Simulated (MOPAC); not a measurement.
A run for MOPAC: PM6 on GeH4 (SMILES [GeH4]).

```
PM6 1SCF PRECISE CHARGE=0 THREADS=1
GeH4

Ge     0.00278468 1    -0.05389299 1     3.32575856 1
H      0.16230253 1    -0.97509298 1     4.54213266 1
H      0.00206491 1    -0.92646081 1     2.05334456 1
H      1.17450775 1     0.93211533 1     3.24685554 1
H     -1.32673365 1     0.70618286 1     3.40361627 1
```

Program output:

```
*******************************************************************************
 **                                                                           **
 **                              MOPAC v23.2.5                                **
 **                                                                           **
 *******************************************************************************
 ** MOPAC's Digital Object Identifier: https://doi.org/10.5281/zenodo.6511958 **
 **                                                                           **
 ** Please cite the open-source release paper for use of this MOPAC version:  **
 ** J. E. Moussa and J. J. P. Stewart (2026)                                  **
 ** MOPAC: An open-source semiempirical molecular orbital program             **
 ** J. Open Source Softw., 11(119), 8025, https://doi.org/10.21105/joss.08025 **
 *******************************************************************************

                              PM6 CALCULATION RESULTS

 *******************************************************************************
 *  PM6        - The PM6 Hamiltonian to be used
 *
 *
 *
 *                 CHARGE ON SYSTEM = 0
 *
 *
 *
 *  PRECISE    - TIGHTER CRITERIA TO BE USED
 *  1SCF       - DO 1 SCF AND THEN STOP
 *  THREADS=1  - MULTI-THREADING NOT USED
 *  T=         - A TIME OF 172800.0 SECONDS REQUESTED
 *  DUMP=N     - RESTART FILE WRITTEN EVERY 7200.0 SECONDS REQUESTED
 *******************************************************************************
PM6 1SCF PRECISE CHARGE=0 THREADS=1
 GeH4

   ATOM   CHEMICAL          X               Y               Z
  NUMBER   SYMBOL      (ANGSTROMS)     (ANGSTROMS)     (ANGSTROMS)

     1      Ge          0.00278468  *  -0.05389299  *   3.32575856  *
     2       H          0.16230253  *  -0.97509298  *   4.54213266  *
     3       H          0.00206491  *  -0.92646081  *   2.05334456  *
     4       H          1.17450775  *   0.93211533  *   3.24685554  *
     5       H         -1.32673365  *   0.70618286  *   3.40361627  *



          CARTESIAN COORDINATES

    NO.       ATOM           X           Y           Z

     1        Ge          0.0028     -0.0539      3.3258
     2         H          0.1623     -0.9751      4.5421
     3         H          0.0021     -0.9265      2.0533
     4         H          1.1745      0.9321      3.2469
     5         H         -1.3267      0.7062      3.4036

 General Reference for PM6:
 "Optimization of Parameters for Semiempirical Methods V: Modification of NDDO Approximations
 and Application to 70 Elements", J. J. P. Stewart, J. Mol. Mod., 13, 1173-1213 (2007)
 URL: https://link.springer.com/article/10.1007/s00894-007-0233-4

           Empirical Formula: H4 Ge  =     5 atoms



      MOLECULAR POINT GROUP   :   Cs


      RHF CALCULATION, NO. OF DOUBLY OCCUPIED LEVELS = 4


 -------------------------------------------------------------------------------
 PM6 1SCF PRECISE CHARGE=0 THREADS=1
 GeH4



     1SCF WAS SPECIFIED, SO BFGS WAS NOT USED
     SCF FIELD WAS ACHIEVED


                              PM6 CALCULATION
                                                       MOPAC v23.2.5 Linux




          FINAL HEAT OF FORMATION =         17.42856 KCAL/MOL =      72.92110 KJ/MOL


          COSMO AREA              =         80.01 SQUARE ANGSTROMS
          COSMO VOLUME            =         65.64 CUBIC ANGSTROMS

          IONIZATION POTENTIAL    =         12.077071 EV
          HOMO LUMO ENERGIES (EV) =        -12.077  2.287
          NO. OF FILLED LEVELS    =          4
          MOLECULAR WEIGHT        =         76.6216         POINT GROUP:  Cs

          MOLECULAR DIMENSIONS (Angstroms)

            Atom       Atom       Distance
            H     5    H     2     2.51796
            H     4    H     3     2.50067
            H     2    H     3     1.77152


          SCF CALCULATIONS        =          1





   ATOM   CHEMICAL          X               Y               Z
  NUMBER   SYMBOL      (ANGSTROMS)     (ANGSTROMS)     (ANGSTROMS)

     1      Ge          0.00278468  *  -0.05389299  *   3.32575856  *
     2       H          0.16230253  *  -0.97509298  *   4.54213266  *
     3       H          0.00206491  *  -0.92646081  *   2.05334456  *
     4       H          1.17450775  *   0.93211533  *   3.24685554  *
     5       H         -1.32673365  *   0.70618286  *   3.40361627  *

                             CARTESIAN COORDINATES

   1   Ge        0.002784680    -0.053892990     3.325758560
   2    H        0.162302530    -0.975092980     4.542132660
   3    H        0.002064910    -0.926460810     2.053344560
   4    H        1.174507750     0.932115330     3.246855540
   5    H       -1.326733650     0.706182860     3.403616270


           Empirical Formula: H4 Ge  =     5 atoms



      MOLECULAR POINT GROUP   :   Cs


                  EIGENVALUES
 -19.38091 -12.17945 -12.17676 -12.07707   2.28741   2.35711   2.35763   3.59451


              NET ATOMIC CHARGES AND DIPOLE CONTRIBUTIONS

  ATOM NO.   TYPE          CHARGE      No. of ELECS.   s-Pop       p-Pop
    1         Ge          -0.565628        4.5656     1.22150     3.34413
    2          H           0.141656        0.8583     0.85834
    3          H           0.140266        0.8597     0.85973
    4          H           0.141845        0.8582     0.85816
    5          H           0.141860        0.8581     0.85814
 DIPOLE           X         Y         Z       TOTAL
 POINT-CHG.     0.000    -0.025    -0.030     0.039
 HYBRID         0.000    -0.008    -0.009     0.012
 SUM            0.001    -0.033    -0.039     0.051


          ATOMIC ORBITAL ELECTRON POPULATIONS

     Atom    s        px        py        pz
    1 Ge   1.22150   1.11369   1.11418   1.11626
    2  H   0.85834
    3  H   0.85973
    4  H   0.85816
    5  H   0.85814

 **********************
 *                    *
 * JOB ENDED NORMALLY *
 *                    *
 **********************




 == MOPAC DONE ==
```

The run finished.

Cost: roughly 0.010 core-seconds.
